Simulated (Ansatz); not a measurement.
`Cc1cc(-c2sc(-c3sc(-c4sc(S)cc4C)cc3C)cc2C)sc1S` with charge +1. Charge 1, multiplicity 2. Geometry r2SCAN-D4/def2-SVP, that of the neutral singlet; atoms count from 1.

Cartesian coordinates in Å:
```
C 6.1480 -1.4305 -2.5144
C 5.4767 -1.5645 -1.1837
C 4.1070 -1.2661 -0.9582
C 3.6719 -1.4690 0.3472
C 2.3533 -1.2278 0.8772
S 1.1455 -0.5236 -0.1737
C -0.0695 -0.5422 1.0779
C -1.3940 -0.0384 0.8207
S -1.6422 1.1455 -0.4370
C -3.3639 1.2080 -0.1479
C -4.2546 2.0486 -0.9072
S -5.9669 1.9965 -0.5475
C -6.3362 3.1291 -1.8130
S -7.9590 3.7462 -2.0767
C -5.1841 3.5442 -2.4479
C -3.9940 2.9470 -1.9477
C -2.6373 3.2483 -2.5087
C -3.6922 0.3443 0.8922
C -2.6018 -0.3654 1.4468
C -2.7497 -1.3684 2.5496
C 0.4606 -1.0846 2.2424
C 1.8200 -1.4751 2.1465
C 2.5756 -2.0704 3.2955
S 4.9946 -2.0652 1.3208
C 6.1015 -2.0027 -0.0220
S 7.7517 -2.5785 0.1640
H 7.2384 -1.5222 -2.4135
H 5.9122 -0.4580 -2.9753
H 5.8045 -2.2135 -3.2114
H 3.4429 -0.8994 -1.7454
H -8.5399 2.5749 -2.4402
H -5.1978 4.2625 -3.2707
H -2.1630 2.3525 -2.9442
H -2.7104 4.0071 -3.3007
H -1.9496 3.6315 -1.7364
H -4.7198 0.2161 1.2424
H -3.7905 -1.7162 2.6193
H -2.4809 -0.9399 3.5308
H -2.1011 -2.2431 2.3865
H -0.1073 -1.1648 3.1699
H 1.9150 -2.1974 4.1650
H 2.9961 -3.0579 3.0420
H 3.4211 -1.4330 3.6046
H 8.2689 -1.4844 0.7824
```

Single mean-field runs in def2-TZVP are fitted with def2-universal-jkfit.

Estimate the Mulliken populations of the heavy atoms from the PBE0/def2-TZVP orbitals of Ansatz.


```json
{"atom": "C1", "charge (e)": "-0.41", "spin (α − β)": "0.00"}
{"atom": "C2", "charge (e)": "0.05", "spin (α − β)": "-0.04"}
{"atom": "C3", "charge (e)": "-0.21", "spin (α − β)": "0.11"}
{"atom": "C4", "charge (e)": "0.01", "spin (α − β)": "-0.02"}
{"atom": "C5", "charge (e)": "0.15", "spin (α − β)": "0.18"}
{"atom": "S6", "charge (e)": "0.02", "spin (α − β)": "-0.03"}
{"atom": "C7", "charge (e)": "0.11", "spin (α − β)": "0.06"}
{"atom": "C8", "charge (e)": "0.11", "spin (α − β)": "0.11"}
{"atom": "S9", "charge (e)": "0.01", "spin (α − β)": "-0.03"}
{"atom": "C10", "charge (e)": "0.19", "spin (α − β)": "0.13"}
{"atom": "C11", "charge (e)": "-0.03", "spin (α − β)": "0.01"}
{"atom": "S12", "charge (e)": "0.07", "spin (α − β)": "-0.01"}
{"atom": "C13", "charge (e)": "-0.01", "spin (α − β)": "0.12"}
{"atom": "S14", "charge (e)": "-0.12", "spin (α − β)": "0.02"}
{"atom": "C15", "charge (e)": "-0.17", "spin (α − β)": "-0.03"}
{"atom": "C16", "charge (e)": "0.01", "spin (α − β)": "0.09"}
{"atom": "C17", "charge (e)": "-0.41", "spin (α − β)": "-0.01"}
{"atom": "C18", "charge (e)": "-0.17", "spin (α − β)": "0.01"}
{"atom": "C19", "charge (e)": "0.02", "spin (α − β)": "0.06"}
{"atom": "C20", "charge (e)": "-0.47", "spin (α − β)": "-0.01"}
{"atom": "C21", "charge (e)": "-0.25", "spin (α − β)": "0.08"}
{"atom": "C22", "charge (e)": "0.07", "spin (α − β)": "0.00"}
{"atom": "C23", "charge (e)": "-0.41", "spin (α − β)": "0.00"}
{"atom": "S24", "charge (e)": "0.07", "spin (α − β)": "-0.01"}
{"atom": "C25", "charge (e)": "-0.05", "spin (α − β)": "0.15"}
{"atom": "S26", "charge (e)": "-0.14", "spin (α − β)": "0.00"}
```
Mulliken values depend strongly on the basis.

Where does the spin sit?

Summed by element: C 1.03, S -0.06, H 0.03, of 1 unpaired in all. Largest on single atoms: C5 0.18, C25 0.15, C10 0.13.

And the Mayer bond orders between heavy atoms (over 0.3)?

C1–C2 0.97 (1.50 Å); C2–C3 1.31 (1.42 Å); C2–C25 1.46 (1.39 Å); C3–C4 1.38 (1.39 Å); C4–C5 1.07 (1.44 Å); C4–S24 1.24 (1.75 Å); C5–S6 1.24 (1.75 Å); C5–C22 1.28 (1.40 Å); S6–C7 1.25 (1.74 Å); C7–C8 1.02 (1.44 Å); C7–C21 1.37 (1.39 Å); C8–S9 1.26 (1.75 Å); C8–C19 1.33 (1.40 Å); S9–C10 1.23 (1.75 Å); C10–C11 1.07 (1.44 Å); C10–C18 1.33 (1.39 Å); C11–S12 1.25 (1.75 Å); C11–C16 1.32 (1.40 Å); S12–C13 1.25 (1.74 Å); C13–S14 1.14 (1.76 Å); C13–C15 1.51 (1.38 Å); C15–C16 1.33 (1.42 Å); C16–C17 0.95 (1.50 Å); C18–C19 1.40 (1.41 Å); C19–C20 0.93 (1.50 Å); C21–C22 1.38 (1.42 Å); C22–C23 0.96 (1.50 Å); S24–C25 1.26 (1.74 Å); C25–S26 1.18 (1.76 Å).
